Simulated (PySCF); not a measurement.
`InChI=1S/C4H12BOP/c1-4(3-6)5(2)7/h3-5H,1-2,7H3/t4-,5-/m0/s1`

Molfile (atoms numbered from 1):
```
C4H12BOP
     RDKit          3D

 19 18  0  0  0  0  0  0  0  0999 V2000
    1.0115    1.4262   -0.2076 C   0  0  0  0  0  0  0  0  0  0  0  0
    0.6810    0.0117    0.5238 B   0  0  2  0  0  0  0  0  0  0  0  0
    1.6162   -1.2737   -0.6170 P   0  0  0  0  0  0  0  0  0  0  0  0
   -0.9415   -0.3850    0.5571 C   0  0  1  0  0  0  0  0  0  0  0  0
   -1.8025    0.7571    1.0891 C   0  0  0  0  0  0  0  0  0  0  0  0
   -1.2830   -0.7569   -0.8237 C   0  0  0  0  0  0  0  0  0  0  0  0
   -1.8406   -0.1061   -1.6662 O   0  0  0  0  0  0  0  0  0  0  0  0
    0.7132    2.2709    0.4080 H   0  0  0  0  0  0  0  0  0  0  0  0
    0.4914    1.5264   -1.1602 H   0  0  0  0  0  0  0  0  0  0  0  0
    2.0788    1.5506   -0.4068 H   0  0  0  0  0  0  0  0  0  0  0  0
    1.1733   -0.1263    1.6008 H   0  0  0  0  0  0  0  0  0  0  0  0
    2.9937   -1.1320   -0.5610 H   0  0  0  0  0  0  0  0  0  0  0  0
    1.4912   -1.1770   -1.9876 H   0  0  0  0  0  0  0  0  0  0  0  0
    1.5775   -2.6536   -0.5026 H   0  0  0  0  0  0  0  0  0  0  0  0
   -1.0521   -1.2691    1.1921 H   0  0  0  0  0  0  0  0  0  0  0  0
   -2.8323    0.4323    1.2288 H   0  0  0  0  0  0  0  0  0  0  0  0
   -1.8002    1.5796    0.3802 H   0  0  0  0  0  0  0  0  0  0  0  0
   -1.4160    1.1120    2.0407 H   0  0  0  0  0  0  0  0  0  0  0  0
   -0.8693   -1.7778   -1.0953 H   0  0  0  0  0  0  0  0  0  0  0  0
  1  2  1  0
  2  3  1  0
  2  4  1  0
  4  5  1  0
  4  6  1  0
  6  7  2  0
  1  8  1  0
  1  9  1  0
  1 10  1  0
  2 11  1  1
  3 12  1  0
  3 13  1  0
  3 14  1  0
  4 15  1  1
  5 16  1  0
  5 17  1  0
  5 18  1  0
  6 19  1  0
M  CHG  2   2  -1   3   1
M  END
```

Method used: TDDFT B3LYP/def2-SVPD circular dichroism and optical rotation, one conformer, gas phase in PySCF. Geometry: GFN2-xTB.

The molecule is flexible and this is one conformer; a measurement averages over conformers. States above about 6.8 eV (minus the energy of the highest occupied orbital) lie near or above the ionisation threshold and depend on the basis.

Q: Draw the ECD and absorption spectra from the lowest 16 states, each a Gaussian of half-width 0.3 eV at 1/e height.

A: 
```csv
E (eV),λ (nm),Δε (L mol⁻¹ cm⁻¹),ε (L mol⁻¹ cm⁻¹)
3.91,317,-0.12,3.99
4.06,306,-0.49,16.5
4.21,295,-1.23,41.2
4.36,284,-1.87,62.5
4.51,275,-1.72,57.5
4.66,266,-0.96,32.1
4.81,258,-0.32,10.9
4.96,250,-0.07,2.34
5.11,243,+0.01,1.68
5.26,236,+0.09,11.4
5.41,229,+0.34,65.2
5.56,223,+0.50,273
5.71,217,-0.61,820
5.86,212,-3.86,1690
6.01,206,-7.09,2380
6.16,201,-6.92,2620
6.31,197,-2.39,3120
6.46,192,+5.73,4200
6.61,188,+12.70,4970
6.76,183,+10.80,5080
6.91,179,+0.68,5610
7.06,176,-7.74,6670
7.21,172,-8.52,6470
```
Δε uses R in velocity form, ε uses f in length form. Only the states computed contribute, so the short-wavelength end is incomplete.
